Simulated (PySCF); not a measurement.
ClH₂Si, charge +1, multiplicity 1. Atoms are numbered in the order given.

```xyz
4

Si     0.0000     0.0000    -0.9684
Cl     0.0000     0.0000     0.9933
H      0.0000    -1.3083    -1.6645
H      0.0000     1.3083    -1.6645
```
Charge +1, spin multiplicity 1.

Geometry: PBE-D3(BJ)/def2-TZVP. The spin state was assumed, not searched. The isomer is the one that the SMILES or the coordinates give; other isomers of the formula were not compared.

Lowest vertical singlet excitation by several levels in PySCF, with rough processor times relative to the cheapest run on one machine. Each run also gave further roots (ADC and EOM-CCSD ionised and attached states too); roots are paired by order and the bases differ. EOM-CCSD serves as a yardstick, not as the true value; all levels that ended soundly for this molecule are listed, with differences from unrounded values.

```
level                    relative cost  S1 (eV)  S1 minus EOM-CCSD (eV)
-----------------------  -------------  -------  ----------------------
EOM-CCSD/aug-cc-pVDZ                 1     5.01                    0.00
ADC(2)/aug-cc-pVDZ                   1     5.04                    0.02
TDA-ωB97X/def2-TZVPD                 2     5.05                    0.04
TDDFT-M06-2X/def2-TZVPD              6     4.85                   -0.16
```
